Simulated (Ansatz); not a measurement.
Program: Ansatz. Geometries: PBE0-D4/def2-TZVP. ΔE: electronic, gas phase. CCSD(T)/CBS is the MP2 limit (def2-TZVPP, def2-QZVPP) plus CCSD(T) − MP2 in def2-TZVPP, frozen cores. For Ge outer-core shells are correlated without core-valence functions, which leaves a few kJ/mol of doubt a bond. Scalar relativity is left out up to krypton. One conformer a species, not always the lowest.

Consider the cleavage of the B–Ge bond: `C[BH][GeH3]` + `CCS` → `CBSCC` + GeH₄.

`C[BH][GeH3]`:

```xyz
10

C     1.353   -0.050   -0.847
B    -0.184   -0.142   -0.692
Ge   -1.170    0.170    1.096
H     1.695    0.231   -1.846
H     1.678   -1.099   -0.711
H     1.880    0.529   -0.087
H    -0.852   -0.461   -1.637
H    -2.054    1.431    0.980
H    -0.228    0.385    2.298
H    -2.118   -0.995    1.447
```

`CCS`:

Cartesian coordinates in Å:
```
C 0.582 -0.748 0.174
C -0.469 0.322 0.384
S -1.204 0.950 -1.150
H 0.175 -1.589 -0.390
H 0.950 -1.119 1.135
H 1.436 -0.354 -0.382
H -1.321 -0.075 0.942
H -0.076 1.161 0.960
H -0.074 1.452 -1.673
```

`CBSCC`:

Z-matrix (Å, degrees):
```
C
B 1 1.561
H 1 1.096 2 109.7
H 1 1.091 2 114.9 3 -122.4
H 1 1.096 2 109.6 3 115.3
S 2 1.768 1 120.3 3 122.6
H 2 1.199 1 121.6 3 -57.4
C 6 1.822 2 104.8 1 180.0
C 8 1.514 6 110.3 2 -179.7
H 8 1.090 6 108.0 2 58.7
H 8 1.090 6 108.0 2 -58.1
H 9 1.092 8 111.2 6 60.2
H 9 1.093 8 110.2 6 -180.0
H 9 1.092 8 111.2 6 -60.1
```

GeH₄:

```xyz
5

Ge    0.000    0.000    0.000
H    -1.529   -0.043    0.117
H     0.542   -1.428   -0.143
H     0.591    0.647    1.259
H     0.396    0.823   -1.233
```

```csv
level,ΔE (kJ/mol)
HF/CBS(def2),-107.6
MP2/CBS(def2),-116.1
```

Q: What does CCSD(T)/CBS give? (Estimate.)

A: Ansatz gave: -109.8 kJ/mol. The listed levels differ from it by 2.2, -6.3 kJ/mol.

Largest T1 diagnostic among the species: 0.012.

In def2-TZVPP, CCSD(T) changes the Hartree–Fock value by −4.7 kJ/mol (the triples alone add −3.5 kJ/mol) and MP2 by −11.0 kJ/mol.
